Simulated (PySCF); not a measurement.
# Os²⁺: ionisation energy

Os²⁺ [Xe] 4f14 5d6 [5d3/2^4 5d5/2^2, M_J = 4] → Os³⁺ [Xe] 4f14 5d5 [5d3/2^4 5d5/2^1, M_J = 5/2], as a difference of total energies. Calculation: PySCF 2.14, in x2c-TZVPPall-2c (11s11p10d3f1g, 124 functions); the two-component X2C-1e Hamiltonian. "Screened" scales the spin-orbit matrix elements by Boettger's factors to mimic the two-electron term; Breit and QED terms are absent.

| method | ionisation energy (eV) |
| --- | --- |
| GHF (spin-free) | 24.909 |
| GHF (screened spin-orbit) | 25.243 |

The spin-free rows relax to the high-spin LS determinant and lack the spin-orbit shift.

Errors of the correlated levels include the incompleteness of this basis and the frozen core.

The labels give the starting determinants; with spin-orbit coupling the two ends relaxed to ⟨J²⟩ = 20.06, ⟨L²⟩ = 6.67, ⟨S²⟩ = 5.83 and ⟨J²⟩ = 8.76, ⟨L²⟩ = 0.30, ⟨S²⟩ = 8.53.

For comparison: 25 ± 1.6 eV (theoretical estimate listed by NIST; NIST Atomic Spectra Database, ionization energies).
